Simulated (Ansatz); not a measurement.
C2H8OSi2 can be A, `O/C([SiH3])=C/[SiH3]`, or B, `C=C[SiH2]O[SiH3]`.

Gas-phase electronic energies from Ansatz, PBE0-D4/def2-TZVP geometries. CCSD(T)/CBS is the MP2 limit (def2-TZVPP, def2-QZVPP) plus CCSD(T) − MP2 in def2-TZVPP, frozen cores. DFT in def2-TZVPP. B3LYP here is the variant with VWN-RPA as its local correlation; programs differ in this. One conformer a species, not always the lowest.

Task: Which isomer does CCSD(T)/CBS put lower? Give the gap. (Best estimate.)

Result: Computed: B, by 62.6 kcal/mol.

Task: Give E(B) − E(A) in kcal/mol with B3LYP-D4, LDA (SPW92), B2PLYP, r2SCAN-D4, MP2/def2-TZVPP, HF/def2-TZVPP, ωB97M-V. (Estimate.)

Result: The calculation gave: B3LYP-D4 -60.5, LDA (SPW92) -50.2, B2PLYP -62.3, r2SCAN-D4 -58.6, MP2/def2-TZVPP -63.0, HF/def2-TZVPP -70.4, ωB97M-V -60.4. None reverses the order clearly.

Task: Does the order hold for the free energy at 298.15 K (harmonic terms from PBE0-D4)? (Best estimate.)

Result: Ansatz gave: Yes: G(B) − G(A) = -62.1 kcal/mol, for one conformer each. Modes under 60 cm⁻¹, often nearly free rotors, make the harmonic entropy too high.

Largest T1 diagnostic: 0.013.

From BLYP to BHLYP (50 % exact exchange), in def2-TZVPP and without D4, E(B) − E(A) moves by −7.1 kcal/mol. At CCSD(T), def2-SVP lies +8.3 kcal/mol from the extrapolated value and def2-TZVPP +0.9 kcal/mol.
